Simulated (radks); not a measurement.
Values are calculated unless marked as measured or tabulated.
Removal energies from the caesium ion Cs+, [Xe], by Delta-SCF beside the eigenvalue of the level emptied. Code: a radial shooting solver on a logarithmic mesh with Libxc functionals. Model: Dirac Kohn-Sham, BLYP, spin-unpolarised, spherical densities, finite nucleus; Fermi nuclear charge, rms radius of each element as measured or else 0.836 A^(1/3) + 0.57 fm. Sub-shells are occupied by j as written (lower j first in brackets).

| removed from | final configuration | Delta-SCF (eV) | -eigenvalue (eV) |
|---|---|---|---|
| 5p3/2 | [Kr] 4d10 5s2 5p(1/2: 2, 3/2: 3) | 22.886 | 17.952 |
| 5p1/2 | [Kr] 4d10 5s2 5p(1/2: 1, 3/2: 4) | 24.714 | 19.612 |
| 5s1/2 | [Kr] 4d10 5s1 5p6 | 37.372 | 31.737 |
| 4d5/2 | [Kr] 4d(3/2: 4, 5/2: 5) 5s2 5p6 | 87.654 | 78.241 |
